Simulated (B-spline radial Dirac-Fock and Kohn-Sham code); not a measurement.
**Elastic and transport cross sections of iron for electrons**

Method: relativistic (Dirac) partial waves in the static field of the Dirac-Fock atom with Furness-McCarthy exchange, without polarisation or absorption potentials. Computed with a B-spline atomic structure program. σ_tr1 and σ_tr2 weight the cross section with 1 − P₁ and 1 − P₂ of cos θ; "backward" is the share scattered beyond 90°.

```
energy (eV)  σ (a₀²)  σ_tr1 (a₀²)  σ_tr2 (a₀²)  σ/σ_tr1  backward (%)
       1650     4.66        0.527        0.805     8.86           3.7
       1830     4.38        0.453        0.716     9.67           3.3
       2000     4.16        0.398        0.646     10.4           3.0
       2470     3.65        0.292        0.501     12.5           2.3
       2690     3.46        0.257        0.450     13.5           2.0
       2860     3.33        0.234        0.416     14.2           1.9
       3000     3.23        0.218        0.392     14.8           1.8
       4480     2.48        0.117        0.229     21.1           1.0
       5000     2.30       0.0986        0.197     23.3          0.90
       5690     2.10       0.0804        0.164     26.1          0.75
       7700     1.69       0.0494        0.105     34.2          0.50
       8920     1.52       0.0389       0.0843     39.0          0.41
      10000     1.39       0.0322       0.0708     43.2          0.35
      10500        ?            ?            ?        ?             ?
      16200    0.958       0.0144       0.0332     66.7          0.19
      20000    0.810       0.0100       0.0236     80.7          0.14
```

Task: Fill in the row for 10.5 keV.

Result: σ = 1.34 a₀², σ_tr1 = 0.0297 a₀², σ_tr2 = 0.0657 a₀², σ/σ_tr1 = 45.2, backward 0.33 %. The ratio σ/σ_tr1 is roughly the number of elastic collisions that randomise the direction.
